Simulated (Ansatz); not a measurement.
A first, cheap relaxation of `[Cl][Ge]([Br])([Br])[Br]`.

```yaml
crystal:
  periodic: [false, false, false]
  atoms:
    - {symbol: Cl, position_ang: [-0.795400, -0.197900, 2.035600]}
    - {symbol: Ge, position_ang: [-0.023700, -0.011200, 0.025700]}
    - {symbol: Br, position_ang: [1.836900, -1.356900, -0.146800]}
    - {symbol: Br, position_ang: [-1.535500, -0.701800, -1.525000]}
    - {symbol: Br, position_ang: [0.567700, 2.194100, -0.430800]}
basis:
  gaussian: {orbitals: def2-SVP}
hamiltonian: {xc: pbe, dispersion: d4}
relax: {f_tol: 0.03, max_steps: 200}
```

```sh
$ ansatz run in.yaml --threads 4 --pin off --events-out ev --progress --plain --max-ram 11315MiB
```

Shortened log:

```
Functional definition: PBE
mean field -279102.94941424 eV, -10256.8442081993 hartree, gradient 5.1e-5 eV, S^2 0.000000; 0 other end points of the search recorded, 0 dependent functions left out
relax step   1: F+E_penalty+E_count = -279103.24018870 eV  Δ(F+E_penalty+E_count) = +0.000e0 eV  max|allowed force component| = 4.236e-1 eV/Å  Δτ_max = 0.0000 Å  (26 SCF iters, accepted)
mean field -279102.96897476 eV, -10256.8449270353 hartree, gradient 2.2e-5 eV, S^2 0.000000; 0 other end points of the search recorded, 0 dependent functions left out
relax step   2: F+E_penalty+E_count = -279103.25909098 eV  Δ(F+E_penalty+E_count) = -1.890e-2 eV  max|allowed force component| = 6.610e-2 eV/Å  Δτ_max = 0.0622 Å  (26 SCF iters, accepted)
mean field -279102.96975708 eV, -10256.8449557849 hartree, gradient 2.4e-5 eV, S^2 0.000000; 0 other end points of the search recorded, 0 dependent functions left out
relax step   3: F+E_penalty+E_count = -279103.26010108 eV  Δ(F+E_penalty+E_count) = -1.010e-3 eV  max|allowed force component| = 1.218e-2 eV/Å  Δτ_max = 0.0114 Å  (25 SCF iters, accepted)
mean field -279102.96975708 eV, -10256.8449557849 hartree, gradient 2.4e-5 eV, S^2 0.000000; 1 other end points of the search recorded, 0 dependent functions left out
Total energy: -279103.26013361 eV, -10256.8556269255 hartree
Atom 0 at    -0.813675    -0.174170     2.000701 Å, force    -0.000280    -0.001502    -0.002851 eV/Å
Atom 1 at     0.002008    -0.016964     0.008777 Å, force     0.012181     0.011017     0.008902 eV/Å
Atom 2 at     1.874620    -1.351666    -0.143429 Å, force    -0.005924     0.000735    -0.001456 eV/Å
Atom 3 at    -1.584726    -0.710191    -1.510575 Å, force    -0.002543    -0.002509    -0.003997 eV/Å
Atom 4 at     0.571773     2.179292    -0.396774 Å, force    -0.003434    -0.007741    -0.000599 eV/Å
Dipole moment:     0.023861     0.003555    -0.062660 e Å
```

It took 4.4 s on 4 threads of an Intel Xeon 6975P-C on a shared host, with 0.27 GiB of host memory at the peak.
